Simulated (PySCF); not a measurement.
# Working out the ionisation energy of Cs

Cs [Xe] 6s1 (2S) → Cs⁺ [Xe] (1S). All numbers are calculated (PySCF 2.14, scalar relativity by spin-free X2C-1e, in x2c-TZVPPall). Frozen: [Kr] 4d10. Energies in hartree (1 hartree = 27.21139 eV):

```tsv
part	Cs (lower)	Cs⁺ (upper)
UHF	-7783.064920	-7782.937205
MP2 opposite-spin	-0.114138	-0.107413
MP2 same-spin	-0.039856	-0.034127
```

Problem. What does Hartree-Fock give?

Solution. (-7782.937205) − (-7783.064920) = 0.127715 hartree = 3.475 eV.

Problem. What do MP2 and SCS-MP2 (6/5 opposite-spin, 1/3 same-spin) give?

Solution. The opposite-spin parts differ by 0.183 eV and the same-spin parts by 0.156 eV. MP2: 3.475 + (0.183) + (0.156) = 3.814 eV. SCS-MP2: 3.475 + 1.2 × (0.183) + (0.156)/3 = 3.747 eV.

Measured between the centres of the two terms (NIST): 3.894 eV, so MP2 (valence and next inner shell) is off by -0.080 eV.

What remains against the reference includes basis incompleteness, the frozen core and correlation beyond second order.
